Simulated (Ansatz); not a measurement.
A nudged elastic band was laid between two geometries of C₂H₅Br (8 atoms, charge 0, multiplicity 1).

The calculation used RKS PBE/def2-SVP (Ansatz).

* movable images: 5
* climbing image: yes
* spring: 5.0 eV/Å²
* optimiser: quadratic models (default)
* start path: IDPP
* force threshold: 0.03 eV/Å
* iteration limit: 60
* end points: relaxed

Initial state:

```xyz
8
Properties=species:S:1:pos:R:3
C -0.432 0.595 -0.331
C 0.248 -0.640 0.225
Br 2.021 -0.233 0.987
H -1.424 0.315 -0.748
H 0.163 1.056 -1.144
H -0.593 1.359 0.455
H 0.434 -1.407 -0.550
H -0.324 -1.103 1.051
```

Final state:

```xyz
8
Properties=species:S:1:pos:R:3
C -0.350 0.609 -0.400
C 0.324 -0.627 0.162
Br 0.688 -0.462 2.094
H -1.325 0.799 0.091
H -0.534 0.468 -1.487
H 0.283 1.510 -0.273
H 1.308 -0.822 -0.304
H -0.302 -1.533 0.060
```

**Question.** Which bonds break or form, and what moves?

**Answer.** No bond is made or broken. The dihedral H6–C1–C2–Br3 goes from -61 to 61°. The two ends are copies of one structure, up to a mirror image or an exchange of like atoms.

**Question.** Give the energies along the band, and the barrier.

**Answer.** The run converged. The highest image is number 3 of 0 to 6, 15.5 kJ/mol above the ends, which have the same energy within 2 meV. A vibrational analysis at the climbing image gives one clearly imaginary mode, 261i cm⁻¹: a first-order saddle point.

```tsv
image	path coordinate (Å)	energy (kJ/mol)	dihedral H6–C1–C2–Br3 (°)
0	0.00	0.0	-61
1	0.49	3.9	-41
2	0.98	11.7	-21
3	1.47	15.5	0
4	1.96	11.7	21
5	2.45	3.9	41
6	2.94	0.0	61
```

**Question.** What is the geometry of the highest image?

**Answer.** 
```xyz
8
Properties=species:S:1:pos:R:3
C -0.396 0.603 -0.389
C 0.284 -0.647 0.183
Br 1.384 -0.277 1.781
H -1.499 0.496 -0.384
H -0.075 0.791 -1.432
H -0.151 1.508 0.199
H 0.983 -1.118 -0.531
H -0.439 -1.413 0.517
```

**Question.** What are the harmonic wavenumbers there?

**Answer.** 261i, 298, 558, 753, 981, 1012, 1017, 1159, 1207, 1340, 1407, 1418, 1418, 2987, 3035, 3072, 3084, 3104 cm⁻¹.

The run took 55 s on 1 thread of Arm Neoverse V1 (shared host), peak memory 0.12 GiB.
